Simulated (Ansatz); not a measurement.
One change: `[SiH3][SnH]([SiH3])[SiH3]` becomes `[SiH3][Sn]([SiH3])([SiH3])[SiH3]`.

Ansatz, PBE0-D4/def2-TZVP geometries, multiplicity 1. 

Elements past krypton have def2 core potentials.

| property | `[SiH3][SnH]([SiH3])[SiH3]` |
| --- | --- |
| size of the dipole moment (PBE/def2-TZVPP) / D | 0.03 |
| LUMO energy (B3LYP/def2-TZVPP) / eV | -0.66 |
| size of the dipole moment (B3LYP/def2-TZVPP) / D | 0.04 |
| HOMO–LUMO gap (ωB97M-V/def2-TZVPP) / eV | 10.68 |
| HOMO energy (PBE/def2-TZVPP) / eV | -6.65 |
| LUMO energy (PBE0/def2-TZVPP) / eV | -0.45 |

(1) What does the change do to each property? (An estimate is asked.)

Answers

(1) The calculation gave: 
```
                                        property  `[SiH3][Sn]([SiH3])([SiH3])[SiH3]`  shift
  size of the dipole moment (PBE/def2-TZVPP) / D                                0.00  -0.03
             LUMO energy (B3LYP/def2-TZVPP) / eV                               -0.68  -0.02
size of the dipole moment (B3LYP/def2-TZVPP) / D                                0.00  -0.04
         HOMO–LUMO gap (ωB97M-V/def2-TZVPP) / eV                               10.67  -0.01
               HOMO energy (PBE/def2-TZVPP) / eV                               -6.63   0.02
              LUMO energy (PBE0/def2-TZVPP) / eV                               -0.45   0.00
```

B3LYP here is the variant with VWN-RPA as its local correlation; programs differ in this.

Positive LUMOs are unbound, so they and the gaps depend on the basis.
